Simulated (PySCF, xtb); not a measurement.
C2H10FNSi2, SMILES C([SiH2]C[SiH2]F)N.

GFN2-xTB (xtb 6.7.1) at its own geometry gives an orbital gap of 4.69 eV and a dipole moment of 3.12 D.

Coordinates come from a B3LYP-D3(BJ)/def2-SVP optimisation. This is a generated structure with no PubChem entry under its InChIKey; it may be hypothetical. One conformer was computed; it need not be the lowest.

### Question
What does PBE/def2-TZVP (PySCF) give? (The exact figures need the calculation; the answer reports its results.)

### Answer
gap 4.90 eV (levels -5.50 and -0.60 eV), dipole 3.36 D.
